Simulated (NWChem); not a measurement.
All runs are NWChem calculations. System: silylphosphine (H$_{5}$PSi), charge 0, spin multiplicity 1, at a geometry optimised with PBE0/def2-SVP. Level: B3LYP/6-31G* (spherical d), VWN1-RPA local correlation.

Input file:

```
start mol
memory heap 200 mb stack 900 mb global 1100 mb
geometry units angstroms nocenter noautoz noautosym
  Si    -1.069609     0.096085     0.217974
  P      1.121573    -0.078012    -0.340513
  H     -1.838025    -0.881290    -0.610310
  H     -1.524182     1.478901    -0.118177
  H     -1.347945    -0.168308     1.662924
  H      1.297983    -1.314534     0.354487
  H      1.563097     0.710223     0.767147
end
basis spherical
  * library 6-31g*
end
dft
  xc b3lyp
  semidirect memsize 60000000 filesize 0
  iterations 100
end
task dft energy
```

Output (cleaned and shortened):

```
             Northwest Computational Chemistry Package (NWChem) 7.3.0
             --------------------------------------------------------

                                NWChem Input Module
                                -------------------

 Scaling coordinates for geometry "geometry" by  1.889725989
 (inverse scale =  0.529177249)

                             Geometry "geometry" -> ""
                             -------------------------

 Output coordinates in angstroms (scale by  1.889725989 to convert to a.u.)

  No.       Tag          Charge          X              Y              Z
 ---- ---------------- ---------- -------------- -------------- --------------
    1 Si                  14.0000    -1.06960900     0.09608500     0.21797400
    2 P                   15.0000     1.12157300    -0.07801200    -0.34051300
    3 H                    1.0000    -1.83802500    -0.88129000    -0.61031000
    4 H                    1.0000    -1.52418200     1.47890100    -0.11817700
    5 H                    1.0000    -1.34794500    -0.16830800     1.66292400
    6 H                    1.0000     1.29798300    -1.31453400     0.35448700
    7 H                    1.0000     1.56309700     0.71022300     0.76714700

 Effective nuclear repulsion energy (a.u.)      89.8277698483

            Nuclear Dipole moment (a.u.)
            ----------------------------
        X                 Y               Z
 ---------------- ---------------- ----------------
    -0.0000056692     0.0000037795     0.0000226767


 Summary of "ao basis" -> "" (spherical)
 ------------------------------------------------------------------------------
       Tag                 Description            Shells   Functions and Types
 ---------------- ------------------------------  ------  ---------------------
 *                           6-31g*                   on all atoms

                                 NWChem DFT Module
                                 -----------------

 Summary of "ao basis" -> "ao basis" (spherical)
 ------------------------------------------------------------------------------
[...]
 Vector   17  Occ=2.000000D+00  E=-2.678446D-01
              MO Center=  9.2D-01, -4.8D-02, -3.6D-01, r^2= 2.7D+00
   Bfn.  Coefficient  Atom+Function         Bfn.  Coefficient  Atom+Function
  ----- ------------  ---------------      ----- ------------  ---------------
    27      0.437661  2 P  pz                25     -0.284518  2 P  px
    24     -0.277171  2 P  s                 28     -0.262152  2 P  s
    31      0.257774  2 P  pz                 7      0.216778  1 Si px
    42     -0.175541  5 H  s                 23     -0.170941  2 P  pz
    29     -0.155744  2 P  px                20      0.123314  2 P  s

 Vector   18  Occ=0.000000D+00  E= 9.000528D-03
              MO Center= -4.1D-01,  2.3D-02,  1.5D-01, r^2= 5.7D+00
   Bfn.  Coefficient  Atom+Function         Bfn.  Coefficient  Atom+Function
  ----- ------------  ---------------      ----- ------------  ---------------
    11      1.219678  1 Si px                29      0.964069  2 P  px
    28     -0.954283  2 P  s                 10      0.860937  1 Si s
     7      0.345152  1 Si px                25      0.328895  2 P  px
     6      0.249114  1 Si s                 31     -0.200395  2 P  pz
    24     -0.154462  2 P  s                 42     -0.150409  5 H  s

 Vector   19  Occ=0.000000D+00  E= 2.332140D-02
              MO Center=  9.5D-01, -6.8D-02, -2.8D-01, r^2= 3.4D+00
   Bfn.  Coefficient  Atom+Function         Bfn.  Coefficient  Atom+Function
  ----- ------------  ---------------      ----- ------------  ---------------
    30      0.973509  2 P  py                44      0.870899  6 H  s
    46     -0.867777  7 H  s                 26      0.382648  2 P  py
    40     -0.221471  4 H  s                 38      0.215523  3 H  s
    31      0.198211  2 P  pz                43      0.171763  6 H  s
    45     -0.171183  7 H  s                 22     -0.134874  2 P  py

 Vector   20  Occ=0.000000D+00  E= 4.179648D-02
              MO Center=  2.0D-01, -1.5D-02, -5.0D-02, r^2= 4.9D+00
   Bfn.  Coefficient  Atom+Function         Bfn.  Coefficient  Atom+Function
  ----- ------------  ---------------      ----- ------------  ---------------
    28      1.481605  2 P  s                 46     -0.921358  7 H  s
    44     -0.915762  6 H  s                 31      0.750999  2 P  pz
    11     -0.651322  1 Si px                42     -0.616920  5 H  s
    10     -0.569564  1 Si s                 13      0.561387  1 Si pz
     6      0.537678  1 Si s                 24      0.255339  2 P  s

 center of mass
 --------------
 x =   0.08716023 y =   0.00281912 z =  -0.07018392

 moments of inertia (a.u.)
 ------------------
          51.568520240527          23.573061804750          62.554630913187
          23.573061804750         326.038525610961          -5.626633774215
          62.554630913187          -5.626633774215         315.266547440514

     Multipole analysis of the density
     ---------------------------------

     L   x y z        total         alpha         beta         nuclear
     -   - - -        -----         -----         ----         -------
     0   0 0 0     -0.000000    -17.000000    -17.000000     34.000000

     1   1 0 0     -0.078115     -0.039055     -0.039055     -0.000006
     1   0 1 0     -0.059056     -0.029530     -0.029530      0.000004
     1   0 0 1      0.338278      0.169128      0.169128      0.000023

     2   2 0 0    -22.975742    -94.572668    -94.572668    166.169594
     2   1 1 0     -0.089826      6.659361      6.659361    -13.408548
     2   1 0 1      1.332155     15.437979     15.437979    -29.543803
     2   0 2 0    -21.611929    -20.528374    -20.528374     19.444820
     2   0 1 1      0.191426     -1.428672     -1.428672      3.048770
     2   0 0 2    -23.380486    -22.886154    -22.886154     22.391822

 Task  times  cpu:        1.3s     wall:        1.3s

 Total times  cpu:        1.3s     wall:        1.3s
```
